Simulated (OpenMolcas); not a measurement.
**What dynamic correlation does to the levels of Ni2+**

| Item | Value |
| --- | --- |
| Program | OpenMolcas |
| Basis | ANO-L-VDZP [5s4p2d1f] |
| Scalar Hamiltonian | non-relativistic, point nucleus |
| Active space | 8 electrons in 5 orbitals (3d) |
| State averaging | 2S+1 = 3 even, 10 roots; 2S+1 = 1 even, 15 roots |
| Spin-orbit coupling | state interaction with AMFI integrals over the reference wave functions, term energies averaged over their components |

Methods on the same reference wave functions:
A. CASSCF
B. SS-CASPT2, IPEA 0.25 Eh, imaginary shift 0.1 Eh (closed shells correlated: 3s 3p)

Energies in cm-1 above 3d8 3F4, the measured ground level; measured values from Corliss and Sugar, J. Phys. Chem. Ref. Data 10, 197 (1981).

```json
{"Level": "3d8 3F4", "A": "0.0", "B": "0.0", "Measured": "0.0"}
{"Level": "3d8 3F3", "A": "1434", "B": "1435", "Measured": "1361"}
{"Level": "3d8 3F2", "A": "2414", "B": "2390", "Measured": "2270"}
{"Level": "3d8 1D2", "A": "17090", "B": "13830", "Measured": "14032"}
{"Level": "3d8 3P2", "A": "20757", "B": "18290", "Measured": "16662"}
{"Level": "3d8 3P1", "A": "21154", "B": "18750", "Measured": "16978"}
{"Level": "3d8 3P0", "A": "21437", "B": "19020", "Measured": "17231"}
{"Level": "3d8 1G4", "A": "26512", "B": "24660", "Measured": "23109"}
{"Level": "3d8 1S0", "A": "63758", "B": "54650", "Measured": "52532"}
```

Deviations, from unrounded energies. A percentage is the sum of absolute deviations over the sum of measured energies, with the sign that they share, or ± where signs differ.

```csv
Against measurement,Levels,A,B
mean absolute deviation (cm-1),8,3800,1200
fine structure of the ground term (%),2,+6.0,+5.4
other terms of the ground configuration (%),6,+21.5,±6.4
```

B lies closest to measurement on these levels. The largest miss of B in the table is 3d8 1S0, by +2100 cm-1. The ranking rests on the paired levels alone, and a cruder setting can come out closer through cancelling errors.

From A to B the spin-free energies of the other terms of 3d8 shown, above 3F, scale by factors of 0.79 to 0.93, as is usual when dynamic correlation screens the repulsion within a d or f shell.

The lowest spin-free term lies below A's lowest term by 0.344 hartree in B.

CASPT2 does not keep the components of a term degenerate, so their means are used; among the terms shown or strongly mixed into the levels shown the widest spread is 1100 cm-1 (3d8 3F, B). Some levels mix across a computed gap that differs much from the measured one, so their mixing is not that of the real levels. Without dynamic correlation excited terms often stand tens of per cent too high (terms of higher spin than the ground term too low), and those without a measured partner can miss by more than the paired ones (holds for A). Computed and measured levels are paired by configuration, term and J; levels that our copy of the source lacks, or whose pairing is in doubt (as where it misses far off the trend of its configuration), stay unpaired and out of the deviations. Only configurations of the active space appear.
